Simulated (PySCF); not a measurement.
PySCF input:

```python
from pyscf import gto, scf, dft

mol = gto.M(
    atom='''
    C    -1.80766745   -0.12541184    0.05783242
    C    -0.64325662   -1.09471643    0.03534137
    C     0.66971766   -0.81910144   -0.00925837
    C     1.11178125    0.50812232   -0.04162774
    N     1.62036726    1.56467281   -0.07225544
    H    -1.45419284    0.90727546    0.03235136
    H    -2.48054554   -0.27739282   -0.79844251
    H    -2.42606234   -0.25270018    0.95808535
    H    -0.96521916   -2.14324777    0.06006774
    ''',
    basis='def2-tzvpd',
    charge=-1,
    spin=0,
    verbose=4,
)

mf = dft.RKS(mol, xc='m062x').density_fit(auxbasis='def2-universal-jkfit')
mf.grids.level = 4
mf.conv_tol = 1e-9
mf.max_cycle = 100
mf.max_memory = 1500
mf.kernel()
if not mf.converged:
    mf = mf.newton()
    mf.kernel(mf.make_rdm1())
mf.analyze()
```

### Question
Which total energy does the run end on?

### Answer
-209.52922 Eh (M06-2X/def2-TZVPD).

It need not be the lowest isomer of its formula. Whether it binds its extra electron was not tested at this geometry.
